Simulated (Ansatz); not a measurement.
Stepwise reaction of `FB(F)[SeH]` with hydrogen, as a gas-phase model of exchange steps in deposition or etching. ΔE in kJ/mol; ΔG adds harmonic PBE0-D4 terms to CCSD(T)/CBS, at 1 bar.

Gas-phase electronic energies from Ansatz, PBE0-D4/def2-TZVP geometries. CCSD(T)/CBS is the MP2 limit (def2-TZVPP, def2-QZVPP) plus CCSD(T) − MP2 in def2-TZVPP, frozen cores. This one scheme is used for every species. DFT in def2-TZVPP. B3LYP here is the variant with VWN-RPA as its local correlation; programs differ in this. For Se outer-core shells are correlated without core-valence functions, which leaves a few kJ/mol of doubt a bond. Scalar relativity is left out up to krypton. One conformer a species, not always the lowest.

```
step                             reaction  PBE-D4  B3LYP-D4  ωB97M-V  CCSD(T)/CBS  ΔG(600 K)
   1  `FB(F)[SeH]` + H₂ → `FB[SeH]` + H–F   119.8     123.7    124.6        115.5      114.4
```

Task: Give the row of step 2, `FB[SeH]` + H₂ → `B[SeH]` + H–F. (Estimate.)

Result: Computed: 
| step | reaction | PBE-D4 | B3LYP-D4 | ωB97M-V | CCSD(T)/CBS | ΔG(600 K) |
| --- | --- | --- | --- | --- | --- | --- |
| 2 | `FB[SeH]` + H₂ → `B[SeH]` + H–F | 107.9 | 110.4 | 109.4 | 100.3 | 99.8 |

Task: By hand: ΔE of the 2 steps together at CCSD(T)/CBS.

Result: (115.5) + (100.3) = 215.8 kJ/mol, or 107.9 kJ/mol a step.

In ΔE each step is lower than the one before. All are uphill at CCSD(T)/CBS. ΔG lies between 99.8 and 114.4 kJ/mol a step. PBE-D4 differs from CCSD(T)/CBS by 4.3 to 7.6 kJ/mol a step. Isolated molecules leave out the surface, adducts and barriers. Largest T1 diagnostic: 0.013.
